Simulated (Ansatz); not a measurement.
Abridged output of a molecular run in Ansatz:

```
Functional definition: HF
1945 factors; integrals over basis functions are off by at most 8.5e-4 eV
mean field evaluation 1: about -36460.1571 eV, gradient 6.6e1 eV
mean field evaluation 2: about -36460.5796 eV, gradient 6.6e1 eV
mean field evaluation 4: about -36468.2372 eV, gradient 4.0e0 eV
mean field evaluation 8: about -36468.3350 eV, gradient 3.7e-1 eV
mean field -36468.33533884 eV, -1340.1866045767 hartree, gradient 6.0e-6 eV, S^2 0.000000; 0 other end points of the search recorded, 0 dependent functions left out
19 core orbitals not correlated: weight in the atoms' cores, before any rotation towards them, 1.000 or more for the frozen orbitals, at most 0.000 for the correlated occupied ones
reference -36468.33533884 eV, -1340.1866045767 hartree; 22, 22 occupied and 279, 279 virtual orbitals, 1945 factors
second order -37.48089093 eV of doubles, -0.00000000 eV of singles
cycle   1  -37.56496056 eV  change   -8.4e-2 eV  update   1.2e-1
cycle   2  -38.35407494 eV  change   -7.9e-1 eV  update   3.5e-2
cycle   3  -38.53582046 eV  change   -1.8e-1 eV  update   1.8e-2
cycle   4  -38.51225506 eV  change    2.4e-2 eV  update   4.0e-3
cycle   5  -38.50989280 eV  change    2.4e-3 eV  update   1.9e-3
cycle   6  -38.51131420 eV  change   -1.4e-3 eV  update   5.9e-4
cycle   7  -38.51100643 eV  change    3.1e-4 eV  update   2.2e-4
cycle   8  -38.51087862 eV  change    1.3e-4 eV  update   6.7e-5
cycle   9  -38.51089697 eV  change   -1.8e-5 eV  update   2.6e-5
perturbative correction -1.43219501 eV, -0.0526321959 hartree
Total energy: -36508.27843082 eV, -1341.6544861325 hartree
```

Its atoms:

Cartesian coordinates in Å:
```
O -0.9457 0.9607 -1.8425
Si -0.1636 -0.4078 -1.3641
Cl -1.4668 -2.0186 -1.4085
Si 0.4080 0.0279 0.8614
O -0.7725 0.9824 1.4835
O 0.4971 -1.2873 1.8267
O 1.8919 0.7039 0.8214
H -1.2657 1.0167 -2.7450
H 0.9147 -0.7659 -2.3198
H -1.1386 1.6478 0.8960
H -0.3315 -1.6515 2.1433
H 2.3725 0.7917 1.6476
```

Q: Which basis set was used?
A. def2-TZVPP
B. def2-QZVPP
C. def2-SVP
D. def2-SVPD

A: A. It gives 320 functions.

Q: Write the keys of the input that set method, charge and spin (a neutral closed shell needs none for the last two).

A: 
```yaml
correlation: {method: ccsd_t}
```
